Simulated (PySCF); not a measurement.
**From computed data to an observable: dipole moment from atomic charges**

trifluoro(methoxy)methane (C₂H₃F₃O), SMILES COC(F)(F)F. Atoms are numbered in the order given.

```xyz
9

C     -0.0264     1.9368     0.0000
O     -0.7551     0.7218     0.0000
C     -0.0341    -0.4006     0.0000
F      0.7616    -0.4951     1.0727
F     -0.8599    -1.4284     0.0000
F      0.7616    -0.4951    -1.0727
H      0.6020     2.0180    -0.8999
H      0.6020     2.0180     0.8999
H     -0.7706     2.7408     0.0000
```

Coordinates come from a PBE0-D3(BJ)/def2-SVP optimisation.

Charges (e) from PySCF with M06-2X/def2-TZVP:

| atom | IAO | ESP fit |
|---|---|---|
| C1 | -0.204 | -0.246 |
| O2 | -0.380 | -0.264 |
| C3 | 1.004 | 0.636 |
| F4 | -0.305 | -0.188 |
| F5 | -0.277 | -0.181 |
| F6 | -0.305 | -0.188 |
| H7 | 0.148 | 0.135 |
| H8 | 0.148 | 0.135 |
| H9 | 0.171 | 0.163 |

The dipole moment of the full density is 2.43 D.

What dipole moment does each set of point charges give, and which comes closer to that of the density?


μ = Σ q r, and 1 e Å = 4.8032 D.
IAO: Σ q r = (0.078, 0.692, 0.000) e Å, |μ| = 3.35 D.
ESP fit: Σ q r = (0.090, 0.515, 0.000) e Å, |μ| = 2.51 D.
ESP fit comes closer in size. Point charges leave out the atoms' own dipoles (lone pairs, polarised bonds); fits to the potential absorb them, partitions of the density don't.
